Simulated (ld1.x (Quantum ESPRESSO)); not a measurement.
**Building the PAW potential for Hg (BLYP, scalar-relativistic).**

Hg, PAW, made with ld1.x (Quantum ESPRESSO) 7.5 (BLYP, scalar-relativistic). Core [Kr] 4d10 4f14, reference 5s2 5p6 5d10 6s1.5 6p0 (charge +0.5). Waves: 5s (bound): rcut 1.15, rcutus 1.25 bohr; 6s (bound): rcut 1.15, rcutus 1.25 bohr; 5p (bound): rcut 1.75, rcutus 2.00 bohr; 6p (bound, empty): rcut 1.75, rcutus 2.00 bohr; 5d (bound): rcut 2.10, rcutus 2.40 bohr; 5d channel at 4.35 Ry: rcut 2.10, rcutus 2.40 bohr. Local part: all-electron potential smoothed inside 0.95 bohr (lloc = -1). Core correction: Bessel-smoothed model core, default radius (core density twice the valence density). Augmentation charge: PSQ, inside the norm-conserving radii.

All-electron outer shells of the reference configuration (BLYP, scalar-relativistic, ld1.x):

| shell | level (eV) | outermost node (bohr) | outermost maximum (bohr) |
| --- | --- | --- | --- |
| 4d | -352.91 | 0.20 | 0.40 |
| 5s | -122.52 | 0.47 | 0.82 |
| 4f | -100.12 | – | 0.37 |
| 5p | -70.79 | 0.51 | 0.93 |
| 5d | -14.06 | 0.55 | 1.17 |
| 6s | -10.66 | 1.08 | 2.18 |
| 6p | -4.15 | 1.27 | 3.06 |

Q: Does the generator finish with these settings?

A: Yes, a potential is produced and its reference levels are reproduced.

Q: Estimate the cutoffs (Ry, on a coarse ladder) from which the occupation-weighted sum of valence levels, in a spherical-Bessel basis at the reference potential, stays within 10 and 1 mRy of its value at 400 Ry.

A: 35 Ry and 50 Ry.

Q: Does the potential have ghost states?

A: Ghost state, extra bound levels that the all-electron valence spectrum of the same l lacks: s at -116.7 eV. A true bound ghost makes a file unfit for plane-wave use.

Q: Is the overlap operator S = 1 + Σ q|β⟩⟨β| positive definite (Bessel basis up to 400 Ry)?

A: Yes: its lowest eigenvalue is 0.17 (s channel).

Q: Which valence shell sets the plane-wave cutoff?

A: 5s: its level needs 40 Ry to come within 1 mRy, against 30 Ry for 6s.

Q: Tests: 5s2 5p6 5d10 6s2 6p0; 5s2 5p6 5d10 6s1 6p0; 5s2 5p6 5d10 6s0 6p0; 5s2 5p6 5d10 6s0 6p2; 5s2 5p6 5d10 6s0 6p1; 5s2 5p6 5d9 6s2 6p0; 5s1 5p6 5d10 6s2 6p0. Which has the largest error in its energy relative to the reference configuration, and how large is it?

A: 5s1 5p6 5d10 6s2 6p0, with -165 meV (all-electron minus pseudo) on +121.12 eV.
